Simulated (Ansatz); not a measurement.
Job for Ansatz (a first-principles code): R-wB97M-V/def2-TZVPP on ClH3Si (SMILES [SiH3]Cl), atoms moved off the minimum.

Ansatz 0.2 input:
```yaml
crystal:
  periodic: [false, false, false]
  atoms:
    - {symbol: Si, position_ang: [-0.91888010, 0.02991412, -0.10466799]}
    - {symbol: Cl, position_ang: [1.02623675, 0.09144490, 0.10277600]}
    - {symbol: H, position_ang: [-1.32538189, -0.99471656, -1.05661081]}
    - {symbol: H, position_ang: [-1.47549578, 1.40368891, -0.44880253]}
    - {symbol: H, position_ang: [-1.52141965, -0.40536556, 1.44080417]}
basis:
  gaussian:
    orbitals: def2-TZVPP
hamiltonian:
  xc: {name: wB97M-V}
scf: {lower_state_search: off}
output: {forces: true}
```

The head of its log:

```
WARN ansatz: RAYON_NUM_THREADS=6 ignored (pool sized by the plan → 6); use --threads N
Functional definition: wB97M-V
these checks for a lower state are left out or cut short: stability, starts, cluster_reference, orbital_swaps, neighbouring_geometries, increment
integrals: 0.06 GiB planned
778 factors; their error is unknown
integrals: 0.10 GiB planned
156 factors; integrals over basis functions are off by at most 3.1e-5 eV
mean field: 0.56 GiB planned
mean field evaluation 1: about -20448.5967 eV, gradient 9.9e0 eV
mean field evaluation 2: about -20448.8100 eV, gradient 5.7e0 eV
```

Q: What total energy does the run end on?

A: -751.4830 hartree.
